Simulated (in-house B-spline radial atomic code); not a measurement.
A run on the selenium ion Se²⁺ (an excited or competing configuration) that did not converge. Method: scalar-relativistic (X2C) wB97X, spin-polarised, spherical fractional occupations, exact exchange averaged over the configuration, Fermi nucleus of rms radius 4.14 fm; computed with an all-electron radial atomic-structure program (B-spline basis).

Command:
```bash
python run_scf.py task.json out
```
Settings (nuclear radius in fm, mass in u):
```
Z                34
configuration    [Ar] 3d10 4s1 4p2 5p1
hamiltonian      x2c
method           wb97x
spin_polarised   True
nucleus          fermi
rms_radius       4.14
atomic_mass      79.91652
speed_of_light   137.035999084
exact_exchange   averaged over the configuration
```

First and last ten iterations of the last attempt (damped for 15 steps, keeping 80 % of the old Fock matrix, then DIIS):
```
 iter        energy (Eh)    residual
    1       -2426.657423    3.97e-01
    2       -2427.296915    1.52e-01
    3       -2427.567334    9.29e-02
    4       -2427.676450    5.58e-02
    5       -2427.719669    3.34e-02
    6       -2427.736658    2.00e-02
    7       -2427.743361    1.36e-02
    8       -2427.746052    9.76e-03
    9       -2427.747169    7.68e-03
   10       -2427.747660    6.38e-03
  111       -2427.748218    6.16e-07
  112       -2427.748218    7.33e-07
  113       -2427.748218    1.43e-06
  114       -2427.748218    4.56e-07
  115       -2427.748218    5.63e-07
  116       -2427.748218    5.27e-07
  117       -2427.748218    4.30e-07
  118       -2427.748218    5.86e-07
  119       -2427.748218    6.44e-07
  120       -2427.748218    6.37e-07
 not converged after 120 iterations
```

The smallest residual met was 4.3e-07; the threshold is about 3e-07. Over the last five steps the energy moves by less than 1e-08 hartree, but the orbitals didn't meet the threshold. Time taken, with all properties: 34 s on 1 thread of Arm Neoverse N1, with other jobs on the host.
